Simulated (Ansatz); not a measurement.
Cost and result for the atomization energy of C4H10Si (`C[SiH]1CCC1`) (15 atoms, 15 bonds).

Cartesian coordinates in Å:
```
C -0.0965 2.1020 0.8853
Si 0.5216 0.4217 0.3511
C 0.2135 -0.2287 -1.3913
C -0.0623 -1.6006 -0.7177
C -0.4616 -1.1457 0.7125
H 0.4881 2.8972 0.4150
H -1.1446 2.2412 0.6099
H -0.0099 2.2203 1.9687
H 1.9539 0.2732 0.7467
H -0.7070 0.1894 -1.8094
H 0.9823 -0.2150 -2.1628
H 0.8640 -2.1799 -0.6731
H -0.8068 -2.2195 -1.2264
H -1.5335 -0.9331 0.7662
H -0.2012 -1.8224 1.5253
```

Charge 0, multiplicity 1. Geometry: relaxed with PBE0-D4/def2-TZVP. Program: Ansatz. All runs use 4 threads of an AMD EPYC 9B45 on a shared host. Times are those of one run each, without the atoms' runs, and a repeat can differ threefold. Electronic energies, without spin–orbit coupling; frozen cores. CCSD(T)/CBS adds CCSD(T) − MP2 in def2-TZVPP to the MP2 limit, and its time is that of the two runs behind it. T1 = 0.009. B3LYP takes the VWN-RPA correlation (the form of Gaussian; ORCA's B3LYP/G).

CCSD(T)/CBS is a level of theory with its own doubt, some kJ/mol a heavy atom from the limit and from the frozen cores, so smaller differences don't rank the functionals.

| level | functions | wall time | atomization (kJ/mol) | difference from CCSD(T)/CBS | per bond |
| --- | --- | --- | --- | --- | --- |
| PBE-D4/def2-TZVPP (with forces) | 306 | 1.4 s | 5853.1 | 83.2 | 5.5 |
| PBE0-D4/def2-TZVPP | 306 | 1.6 s | 5806.0 | 36.1 | 2.4 |
| r2SCAN-D4/def2-TZVPP (with forces) | 306 | 2.1 s | 5787.3 | 17.4 | 1.2 |
| B3LYP-D4/def2-TZVPP (with forces) | 306 | 2.7 s | 5769.1 | -0.8 | -0.1 |
| B2PLYP/def2-TZVPP | 306 | 2.8 s | 5710.9 | -59.0 | -3.9 |
| ωB97X-V/def2-TZVPP | 306 | 3.7 s | 5791.2 | 21.3 | 1.4 |
| ωB97M-V/def2-TZVPP (with forces) | 306 | 5.5 s | 5791.9 | 22.0 | 1.5 |
| MP2/def2-QZVPP | 598 | 20 s | 5765.6 | -4.3 | -0.3 |
| CCSD(T)/def2-TZVPP | 306 | 3.5 min | 5646.2 | -123.7 | -8.2 |
| CCSD(T)/CBS(def2) | – | 3.8 min | 5769.9 | 0.0 | 0.0 |

The D4 term adds +49.1 kJ/mol with B3LYP and +25.8 kJ/mol with PBE0; it sums over pairs of atoms, weighted by their polarisabilities, and B3LYP, whose exchange is more repulsive, gets the larger term. In def2-TZVPP, CCSD(T) changes the Hartree–Fock value by +1265.8 kJ/mol (the triples alone add +66.0 kJ/mol) and MP2 by +1312.4 kJ/mol; breaking electron pairs costs correlation energy, which Hartree–Fock lacks. From PBE to PBE0 (25 % exact exchange), in def2-TZVPP and without D4, the atomization energy moves by −42.3 kJ/mol: exact exchange takes away binding that semilocal exchange gives to molecules.
